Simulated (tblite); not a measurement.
Species: CF3(CH2)2OH, C₃H₅F₃O.
Z-matrix (Å and degrees, GFN2-xTB geometry), rows numbered from 1:
```
O 
C   1  1.3993
C   2  1.5389  1  111.98
C   3  1.5126  2  111.10  1  -178.49
F   4  1.3419  3  111.99  2  -179.77
F   4  1.3430  3  112.29  2   -60.14
F   4  1.3398  3  112.71  2    60.05
H   1  0.9641  2  109.65  3   -65.77
H   2  1.0988  1  111.28  3   122.86
H   2  1.0928  1  105.69  3  -119.36
H   3  1.0915  2  109.99  1   -58.58
H   3  1.0928  2  110.72  1    61.91
```

Calculated harmonic vibrations of the isolated species, GFN2-xTB (tblite), most abundant isotopes, no scaling. The method is semi-empirical: single wavenumbers can be off by several per cent or more. One conformer, not necessarily the lowest.

Harmonic wavenumbers (cm⁻¹): 78.8, 82.6, 153.8, 330.3, 338.1, 361.5, 379.6, 476.3, 498.0, 601.1, 803.0, 834.4, 964.2, 1022.8, 1058.1, 1068.2, 1112.2, 1164.2, 1190.2, 1239.5, 1283.4, 1329.1, 1355.8, 1442.3, 1471.1, 2898.3, 2980.8, 2994.4, 3003.7, 3536.8.

A = 5079, B = 1456, C = 1438 MHz; mass 114.029 u (most abundant isotopes); point group C1, symmetry number 1.

Q: What is the zero-point energy?

A: ½Σν̃ = 18026 cm⁻¹ = 215.64 kJ/mol.

Q: Give the ideal-gas entropy at 298.15 K and 1 bar in the rigid-rotor, harmonic-oscillator model (classical rotation).

A: Translation 167.93, rotation 116.33, vibration 74.70: S = 359.0 J/(mol K).

Q: And Cp and H(298.15 K) − H(0)?

A: Cp = 116.13 J/(mol K), of which vibrations give 82.88 (their classical limit is 30 R = 249.4); H(298.15 K) − H(0) = 22.11 kJ/mol without the zero-point energy, 12.19 from vibrations.

Q: How do the functions run with temperature in this model?

A: 
| T (K) | S (J/(mol K)) | Cp (J/(mol K)) | H − H(0) (kJ/mol) | G − H(0) (kJ/mol) | ln q(vib) |
| --- | --- | --- | --- | --- | --- |
| 100 | 267.7 | 60.1 | 4.55 | -22.21 | 0.90 |
| 200 | 318.3 | 89.1 | 12.03 | -51.64 | 2.46 |
| 300 | 359.7 | 116.6 | 22.32 | -85.58 | 4.10 |
| 500 | 431.0 | 164.0 | 50.66 | -164.85 | 7.40 |
| 800 | 518.4 | 206.5 | 106.91 | -307.79 | 12.14 |
| 1000 | 566.4 | 223.8 | 150.04 | -416.38 | 15.05 |

q(vib) and H(0) count from the zero-point level.

Q: Which modes carry the vibrational entropy at 298.15 K?

A: 78.8 cm⁻¹: 16.40; 82.6 cm⁻¹: 16.02; 153.8 cm⁻¹: 10.98; 330.3 cm⁻¹: 5.27; 338.1 cm⁻¹: 5.11; 361.5 cm⁻¹: 4.67 J/(mol K); the other 24 give 16.25 together.

Hindered rotation and anharmonicity are outside this model. Other conformers, if any are populated, would add a mixing term that is left out. The structure is chiral; the term R ln 2 for an equal mix with its mirror image is left out.
